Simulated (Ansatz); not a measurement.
`OC[SiH2][SiH3]` + H–F → `FC[SiH2][SiH3]` + H₂O  (substitution at a C–O bond)

Gas-phase electronic energies from Ansatz, PBE0-D4/def2-TZVP geometries. CCSD(T)/CBS adds triple-zeta CCSD(T) − MP2 to the extrapolated MP2 energy (def2 sets, frozen cores). This one scheme is used for every species. DFT in def2-TZVPP. B3LYP here is the variant with VWN-RPA as its local correlation; programs differ in this. One conformer a species, not always the lowest.

(1) Is it downhill or uphill in electronic energy at CCSD(T)/CBS, and by how much? (Best estimate.)

(2) What do these levels give: B3LYP-D4, ωB97M-V, B2PLYP, CCSD(T)/def2-TZVPP, SCS-MP2/def2-QZVPP, CCSD/CBS(def2)? (An estimate is asked.)

Largest T1 diagnostic among the species: 0.012.

## Answers

(1) Computed: Nearly level: ΔE = -0.7 kJ/mol.

(2) The calculation gave: B3LYP-D4 -6.1, ωB97M-V -5.2, B2PLYP -5.0, CCSD(T)/def2-TZVPP -0.2, SCS-MP2/def2-QZVPP -0.9, CCSD/CBS(def2) -2.4 kJ/mol.

In def2-TZVPP, CCSD(T) changes the Hartree–Fock value by +12.3 kJ/mol (the triples alone add +1.7 kJ/mol) and MP2 by +16.2 kJ/mol.
